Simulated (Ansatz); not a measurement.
```yaml
crystal:
  periodic: [false, false, false]
  atoms:
    - {symbol: Al, position_ang: [-0.791616, 1.058732, -0.433905]}
    - {symbol: Al, position_ang: [0.679555, -0.915372, 0.350755]}
    - {symbol: Cl, position_ang: [1.638329, -0.924414, 2.220065]}
    - {symbol: Cl, position_ang: [1.004694, -2.620156, -0.832933]}
    - {symbol: H, position_ang: [-1.523148, 1.000655, -1.840892]}
    - {symbol: H, position_ang: [-0.965815, 2.336555, 0.490809]}
basis:
  gaussian: {orbitals: cc-pVTZ}
hamiltonian: {xc: {name: PBE}, dispersion: d3bj}
scf: {max_iter: 3}
output: {forces: true}
```

```sh
$ ansatz run in.yaml --threads 2 --pin off --events-out ev --progress --plain --max-ram 4352MiB
```

Shortened log:

```
Error: invalid value for `basis.gaussian`: such a run doesn't read scf.max_iter; remove what it names
```

Question: Something in this input is off. What?

Answer: The input holds a key that doesn't belong there. The program refused the input.
